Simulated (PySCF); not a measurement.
GeF₂ClBr, SMILES [Br][Ge]([F])([Cl])[F]. The structure is a stationary point at PBE-D3(BJ)/def2-SVP. The structure was generated by enumeration, and PubChem lists no compound with its InChIKey, so it may never have been made.

Give the equilibrium geometry at PBE-D3(BJ)/def2-SVP (PySCF confirms it by a frequency run) as a Z-matrix, and its point group. (Estimate from the structure and the level; the computed values follow.)

point group Cs.
```
Ge
F 1 1.7346
F 1 1.7346 2 105.64
Cl 1 2.1340 2 108.91 3 116.85
Br 1 2.2764 2 109.96 3 -118.60
```
